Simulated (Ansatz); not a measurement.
Computed with Ansatz on PBE0-D4/def2-TZVP structures; ΔE is electronic, products minus reactants. CCSD(T)/CBS adds triple-zeta CCSD(T) − MP2 to the extrapolated MP2 energy (def2 sets, frozen cores). DFT in def2-TZVPP. B3LYP here is the variant with VWN-RPA as its local correlation; programs differ in this. For Ge outer-core shells are correlated without core-valence functions, which leaves a few kJ/mol of doubt a bond. Scalar relativity is left out up to krypton. Each species was taken in one conformer, which may not be the lowest.

Consider the redistribution: `N[SiH2]C[SiH2]N` + `[F][GeH2][CH2]Cl` → `N[SiH2]C[SiH](N)F` + `Cl[CH2][GeH3]`.

Is it downhill or uphill in electronic energy at CCSD(T)/CBS, and by how much? (Estimate.)

Ansatz gave: Downhill: ΔE = -112.6 kJ/mol.

What do these levels give: PBE-D4, PBE0-D4, r2SCAN, B3LYP, SCS-MP2/def2-TZVPP, MP2/def2-QZVPP? (Estimate.)

The calculation gave: PBE-D4 -104.7, PBE0-D4 -108.1, r2SCAN -109.8, B3LYP -108.4, SCS-MP2/def2-TZVPP -106.1, MP2/def2-QZVPP -112.0 kJ/mol.

Largest T1 diagnostic among the species: 0.011.

From PBE to PBE0 (25 % exact exchange), in def2-TZVPP and without D4, ΔE moves by −3.3 kJ/mol. In def2-TZVPP, CCSD(T) changes the Hartree–Fock value by −3.0 kJ/mol (the triples alone add +0.4 kJ/mol) and MP2 by −3.8 kJ/mol.
